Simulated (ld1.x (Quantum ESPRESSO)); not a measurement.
**arsenic: one change to an ultrasoft potential, before and after**

ld1.x (Quantum ESPRESSO) 7.5 input, shortened:

```
&input
   title='As', zed=33., rel=1, dft='REVPBE', iswitch=3,
   config='[Ar] 3d10 4s2 4p3'
 /
 &inputp
   pseudotype=3, tm=.true., lloc=-2, rcloc=0.65,
   nlcc=.false.,
   which_augfun='PSQ', rmatch_augfun_nc=.true.
 /
6
4S  1  0   2.00   0.00  1.05  1.45  0.0
4S  1  0   0.00  -0.65  1.05  1.45  0.0
4P  2  1   3.00   0.00  1.60  1.85  0.0
4P  2  1   0.00   0.70  1.60  1.85  0.0
3D  3  2  10.00   0.00  0.55  0.65  0.0
3D  3  2   0.00  -2.50  0.55  0.65  0.0
 &test
   configts(1)='3d10 4s2 4p3'
 /
```

Change: non-relativistic.

Cutoffs: the cutoffs (Ry, on a coarse ladder) from which the occupation-weighted sum of valence levels, in a spherical-Bessel basis at the reference potential, stays within 10 and 1 mRy of its value at 400 Ry; they do not see the model core or the augmentation charge, which bear on the density cutoff. Errors are all-electron minus pseudo energies relative to the spin-unpolarised reference configuration.

Problem. What does the change do?

Solution. Both files keep a bound ghost (s); of the 7 tests that both files solve, the error grows in 1 and shrinks in 4 by more than 15 % and 0.3 meV (median size 7.5 → 4.2 meV).

| quantity | base | changed |
| --- | --- | --- |
| cutoff, loose | over 300 Ry | over 300 Ry |
| cutoff, tight | over 300 Ry | over 300 Ry |
| bound ghosts | s | s |
| error for 3d10 4s2 4p2, meV [ΔE 9.10 → 9.14 eV] | -1.9 | -0.7 |
| error for 3d10 4s2 4p1, meV [ΔE 26.96 → 27.00 eV] | -7.5 | -4.2 |
| error for 3d10 4s2 4p0, meV [ΔE 54.56 → 54.57 eV] | -13 | -7.0 |
| error for 3d9 4s2 4p4, meV [ΔE 40.08 → 41.21 eV] | -344 | -363 |
| error for 3d10 4s2 4p2.5, meV [ΔE 3.53 → 3.55 eV] | -0.6 | -0.1 |
| error for 3d10 4s1 4p4, meV [ΔE 9.39 → 8.90 eV] | +2.2 | +2.2 |
| error for 3d10 4s1 4p0, meV [ΔE 105.00 → 104.25 eV] | +38 | +50 |
| s: phases at 2.01 bohr within 0.05 rad from the reference energy up to (Ry; the scan ends near 5) | to the end of the scan | to the end of the scan |
| p: phases at 2.01 bohr within 0.05 rad from the reference energy up to (Ry; the scan ends near 5) | 3.1 | 2.9 |
| d: phases at 2.01 bohr within 0.05 rad from the reference energy up to (Ry; the scan ends near 5) | to the end of the scan | to the end of the scan |
| lowest overlap eigenvalue by channel | s 0.47, p 0.44, d 0.95 | s 0.52, p 0.44, d 0.95 |

 A true bound ghost makes a file unfit for plane-wave use even where its test errors are small: the radial tests pick states by their node count and pass the ghost by.
